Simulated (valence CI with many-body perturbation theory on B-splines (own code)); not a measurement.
Results of a calculation; reference values are marked as such.
Cs XXIV: magnetic and hyperfine properties of the levels

Method: relativistic CI+MBPT: four valence electrons over a frozen Dirac-Fock core [Ar] 3d10, a basis of 11 s, 11 p, 9 d, 7 f, 5 g, 2 h, 1 i functions for each j, with the one-electron correlation potential Σ1, the two-electron term Σ2, the three-electron term Σ3, Breit, model QED; selected CI, second order for the rest (own B-spline code, finite nucleus).

No measured levels were compared; by estimate levels hold to about 250 cm⁻¹ or 0.2 % of their energy and the worst to 1 %, as in measured heavy ions of charge 2 to 7; those with d or f electrons hold less well.

A/g_I is the dipole constant over the nuclear g factor μ/I (μ in nuclear magnetons, uniformly magnetised nucleus), B/Q the quadrupole constant per barn. Both hold the static response of the core; the bare values leave it out. Large factors of s and p1/2 electrons are usually good to 5 to 10 %; those of open d and f shells near neutrality can be off by tens of per cent, and small factors of p3/2, d and f electrons come from cancelling terms and can be off by a factor of two or in sign, in half-filled shells by more. B is blank for J = 1/2, where it vanishes, and for nearly pure S terms. Energies count from the lowest level. Levels with J = 0 are left out.

Levels are named by their leading jj configuration (3d3/2^4 stands for four electrons in 3d with j = 3/2), which in mixed levels can hold well under half, so a name can repeat and another be missing. Letters in brackets count levels of one name in rising energy.

```csv
Level,E (eV),g,A/g_I (MHz),A/g_I bare,B/Q (MHz/b),B/Q bare
(4s^2 4p1/2 4p3/2) J=1,15.86,1.499,-5750,-5680,15400,14600
(4s^2 4p1/2 4p3/2) J=2,18.41,1.219,37300,35600,19600,18700
(4s^2 4p3/2^2) J=2,36.22,1.278,17200,16400,10900,10400
(4s 4p1/2^2 4p3/2) J=2,66.67,1.759,92700,88500,15700,15000
(4s 4p1/2^2 4p3/2) J=1,75.94,0.888,-53700,-51200,26000,24700
(4s 4p1/2 4p3/2^2) J=2 [a],82.42,1.432,66600,63700,25700,24400
(4s 4p1/2 4p3/2^2) J=3,86.89,1.331,82400,78700,-2120,-1990
(4s 4p1/2 4p3/2^2) J=1 [a],94.26,1.278,75500,72100,-28100,-26700
(4s 4p1/2 4p3/2^2) J=2 [b],94.67,1.130,10600,10200,-20900,-20000
(4s 4p1/2 4p3/2^2) J=1 [b],100.06,1.502,34900,33300,4920,4680
(4s^2 4p1/2 4d3/2) J=2,105.86,0.892,43500,41700,2110,2020
(4s 4p3/2^3) J=2,109.66,1.159,66800,63900,-12700,-12100
(4s^2 4p1/2 4d5/2) J=3,113.33,1.103,19700,19000,12100,11600
(4s^2 4p1/2 4d5/2) J=2,116.07,1.285,-3320,-2960,5160,4920
(4s^2 4p1/2 4d3/2) J=1,116.13,0.868,-19400,-18300,3750,3590
(4s 4p3/2^3) J=1,119.44,1.266,-48300,-46100,-3540,-3350
(4s^2 4p3/2 4d5/2) J=4,127.30,1.249,7940,7660,37100,35300
(4s^2 4p3/2 4d3/2) J=2,129.67,1.031,7800,7460,-3980,-3780
(4s^2 4p3/2 4d3/2) J=3,131.88,1.226,13000,12500,7080,6780
(4s^2 4p3/2 4d3/2) J=1,132.52,1.222,5220,5170,-14900,-14100
(4s^2 4p3/2 4d5/2) J=2,134.87,1.301,15500,15000,-20900,-19900
(4s^2 4p3/2 4d5/2) J=3,140.58,1.084,9800,9450,20500,19500
(4s^2 4p3/2 4d5/2) J=1,142.86,0.965,-4660,-4150,4600,4390
(4p1/2^2 4p3/2^2) J=2,147.64,1.348,20700,20000,4.37,11.8
(4s 4p1/2^2 4d3/2) J=1,155.24,0.287,-66100,-62900,2030,1940
(4s 4p1/2^2 4d3/2) J=2,157.24,1.161,39700,38100,7920,7530
(4s 4p1/2^2 4d5/2) J=3,161.40,1.370,47700,45700,11000,10500
(4p1/2 4p3/2^3) J=1,164.34,1.425,6030,5980,-12000,-11500
(4p1/2 4p3/2^3) J=2,165.94,1.140,42800,41000,-32100,-30500
(4s 4p1/2 4p3/2 4d3/2) J=2 [a],169.05,1.017,3810,3770,-8960,-8500
(4s 4p1/2 4p3/2 4d3/2) J=1 [a],169.51,1.346,35000,33700,-16900,-16100
(4s 4p1/2 4p3/2 4d3/2) J=3 [a],169.94,1.242,50500,48400,-10200,-9670
(4s 4p1/2 4p3/2 4d3/2) J=2 [b],170.50,1.106,16500,15900,-3670,-3440
(4s 4p1/2 4p3/2 4d5/2) J=4 [a],170.83,1.361,38700,37200,23000,21800
```

Q: Take the isotope of mass number 133, with I = 7/2, μ = 2.5778 μN and Q = -0.0034 b. What is the hyperfine structure of (4s 4p1/2^2 4p3/2) J=1?

A: From the table A = -39500 MHz, B = -88.4 MHz. Shifts from the centre of gravity in MHz: F = 5/2: 178000, F = 7/2: 39600, F = 9/2: -138000.
